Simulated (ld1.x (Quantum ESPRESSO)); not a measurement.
Configuration tests for nickel (Ni) (RRKJ)

Ni (Z = 28), norm-conserving RRKJ (Kleinman–Bylander form), made with ld1.x (Quantum ESPRESSO) 7.5 (LDA (PZ), fully relativistic). Core [Ar], reference 3d8 4s2 4p0. Waves: 4p (bound, empty): rc 2.45 bohr; 3d (bound): rc 0.85 bohr; 4f channel at -0.1 Ry: rc 1.95 bohr; 4s (bound): rc 1.98 bohr. Local part: the s channel. Core correction: a·sin(br)/r model core, default radius (core density twice the valence density). rho0 = 0.005.

Open shells are filled in proportion to 2j + 1 (rel_dist='average').

Energies are relative to the spin-unpolarised reference configuration 3d8 4s2 4p0; without spin polarisation the order of configurations can differ from experiment.

| valence configuration | charge | ΔE all-electron (eV) | error AE − PS (meV) |
| --- | --- | --- | --- |
| 3d8 4s1 4p0 | +1 | 9.601 | -7.9 |
| 3d8 4s0 4p0 | +2 | 27.260 | -53 |
| 3d7 4s0 4p0 | +3 | 65.058 | -442 |
| 3d6 4s0 4p0 | +4 | 122.924 | -2369 |
| 3d8.5 4s1.5 4p0 | 0 | -1.201 | -83 |

Q: What are ΔE and the potential's error for 3d7 4s2 4p1?

A: ΔE = 10.655 eV all-electron; the error (AE − PS) is -507 meV.

Q: What are ΔE and the potential's error for 3d8 4s0 4p2?

A: ΔE = 9.676 eV all-electron; the error (AE − PS) is -13 meV.

Levels in the configuration 3d8 4s0 4p0:

| level | all-electron (eV) | pseudo (eV) |
| --- | --- | --- |
| 3d j=3/2 | -28.853 | -28.702 |
| 3d j=5/2 | -28.606 | -28.458 |
